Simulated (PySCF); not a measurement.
Adding and removing an electron: IF

PBE0; basis I aug-cc-pVDZ-PP with ECP28, F aug-cc-pVDZ; scalar-relativistic core potentials; PySCF 2.14. Neutral (UKS): singlet (closed shell), Re = 1.941 Å, ωe = 630 cm⁻¹, De = 2.78 eV, HOMO -8.17 eV, LUMO -3.81 eV.

IF⁻ (UKS): doublet (σ ↑), Re = 2.374 Å, ωe = 276 cm⁻¹, De = 1.90 eV to I + F⁻. The energies at the minima are -395.43810 hartree for IF and -395.52687 for IF⁻.

Work out the adiabatic electron affinity, without and with harmonic zero-point energies (1 hartree = 27.2114 eV, 1 eV = 8065.5 cm⁻¹), and the change of the bond length.

At PBE0: 0.08877 hartree = 2.416 eV between the minima; the zero-point term (630.0 − 276.0)/2 cm⁻¹ = +0.022 eV makes it 2.437 eV. Re changes by +43.3 pm against the neutral. The electron enters a σ orbital, and the ion is left as a loose complex of an ion and an atom.

Spin–orbit coupling is left out, which matters for elements this heavy, above all for dissociation energies. For an ion De counts to the pair picked by the measured ionisation energies or electron affinities, which need not be the lowest pair at this level. States were picked by a PBE0 search and need not be the measured ground states.
